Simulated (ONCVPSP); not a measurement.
**iron (Fe): one change to an ONCV potential, before and after**

Fe (Z = 26), optimised norm-conserving Vanderbilt (ONCV), made with ONCVPSP 4.0.1 (LDA (Perdew-Zunger), scalar-relativistic). Core [Ar], reference 3d6 4s2. Waves: 4s: rc 2.30 bohr, ncon 4, nbas 8, qcut 3 1/bohr, 1 projector; p scattering state at 0.14 Ha: rc 1.80 bohr, ncon 4, nbas 8, qcut 4.3 1/bohr, 1 projector; 3d: rc 1.00 bohr, ncon 4, nbas 8, qcut 18.9 1/bohr, 2 projectors, debl 1.5 Ha. Local part: polynomial inside 0.75 bohr (lpopt 5, dvloc0 4 Ha). Core correction: none.

Change: d: rc 0.78.

Cutoffs: the cutoffs (Ha) at which the residual kinetic energy of the hardest occupied pseudo-wave falls to 1 and 0.1 mHa per electron; they do not see the model core or the augmentation charge, which bear on the density cutoff. Errors are all-electron minus pseudo energies relative to the spin-unpolarised reference configuration.

How do hardness, ghosts and transferability respond?

The potential gets harder (109 Ha and 127 Ha → 134 Ha and 155 Ha); both files keep a bound ghost (p, s); of the 4 tests that both files solve, the error grows in 0 and shrinks in 1 by more than 15 % and 0.3 meV (median size 49.4 → 50.1 meV). A smaller radius makes the pseudo-wave follow the all-electron one further in, where it bends more sharply, so more plane waves are needed.

| quantity | base | changed |
| --- | --- | --- |
| cutoff, loose | 109 Ha | 134 Ha |
| cutoff, tight | 127 Ha | 155 Ha |
| loose cutoff by channel | s 4.1 Ha, d 109 Ha | s 4.1 Ha, d 134 Ha |
| bound ghosts | s, p | s, p |
| GHOST(+) flags under 300 eV | none | none |
| error for 3d6 4s1, meV [ΔE 8.98 eV] | -0.2 | -0.3 |
| error for 3d6 4s0, meV [ΔE 25.47 eV] | +5.0 | +4.2 |
| error for 3d5 4s0, meV [ΔE 60.00 eV] | +94 | +96 |
| error for 3d5 4s2 4p1, meV [ΔE 8.86 eV] | -167 | -167 |
| s: phases at 2.33 bohr within 0.05 rad from the reference energy up to (Ha; the scan ends near 5) | 1.0 | 1.0 |
| p: phases at 1.83 bohr within 0.05 rad from the reference energy up to (Ha; the scan ends near 5) | 2.5 | 2.5 |

 A true bound ghost makes a file unfit for plane-wave use even where its test errors are small: the radial tests pick states by their node count and pass the ghost by.
